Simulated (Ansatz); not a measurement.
Abridged output of a molecular run in Ansatz:

```
Functional definition: HF
1415 factors; integrals over basis functions are off by at most 1.0e-3 eV
mean field evaluation 1: about -11077.2812 eV, gradient 3.3e1 eV
mean field evaluation 2: about -11077.4947 eV, gradient 3.3e1 eV
mean field evaluation 4: about -11080.7507 eV, gradient 4.0e0 eV
mean field evaluation 8: about -11080.8042 eV, gradient 1.2e-1 eV
mean field -11080.80423482 eV, -407.2120447909 hartree, gradient 3.0e-6 eV, S^2 0.000000; 0 other end points of the search recorded, 0 dependent functions left out
8 core orbitals not correlated: weight in the atoms' cores, before any rotation towards them, 1.000 or more for the frozen orbitals, at most 0.000 for the correlated occupied ones
reference -11080.80423482 eV, -407.2120447909 hartree; 12, 12 occupied and 227, 227 virtual orbitals, 1415 factors
second order -17.41073116 eV of doubles, -0.00000000 eV of singles
cycle   1  -18.16394848 eV  change   -7.5e-1 eV  update   8.6e-2
cycle   2  -18.66250590 eV  change   -5.0e-1 eV  update   2.5e-2
cycle   3  -18.71817941 eV  change   -5.6e-2 eV  update   8.9e-3
cycle   4  -18.71525217 eV  change    2.9e-3 eV  update   2.3e-3
cycle   5  -18.71567369 eV  change   -4.2e-4 eV  update   7.7e-4
cycle   6  -18.71557061 eV  change    1.0e-4 eV  update   2.3e-4
cycle   7  -18.71548374 eV  change    8.7e-5 eV  update   6.9e-5
cycle   8  -18.71549035 eV  change   -6.6e-6 eV  update   2.3e-5
perturbative correction -0.75103775 eV, -0.0276001282 hartree
Total energy: -11100.27076292 eV, -407.9274265035 hartree
```

Its atoms:

```xyz
12

Si   -0.3850   -1.5783   -0.3725
C     0.5241    0.0345   -0.3039
C     0.4856    0.8656    0.9545
C    -0.2470    1.3303   -0.2565
H    -0.7544   -1.9388   -1.7689
H     0.4291   -2.6894    0.1923
H    -1.6322   -1.4446    0.4314
H     1.4598    0.0771   -0.8537
H    -0.0960    0.4995    1.7929
H     1.3907    1.3892    1.2368
H    -1.3300    1.2821   -0.2468
H     0.1551    2.1728   -0.8054
```

**Question.** Which basis set was used?
A. cc-pV(D+d)Z
B. def2-TZVPP
C. def2-TZVPPD
D. def2-QZVPP

**Answer.** B. It gives 247 functions.

**Question.** Write the keys of the input that set method, charge and spin (a neutral closed shell needs none for the last two).

**Answer.** 
```yaml
correlation: {method: ccsd_t}
```
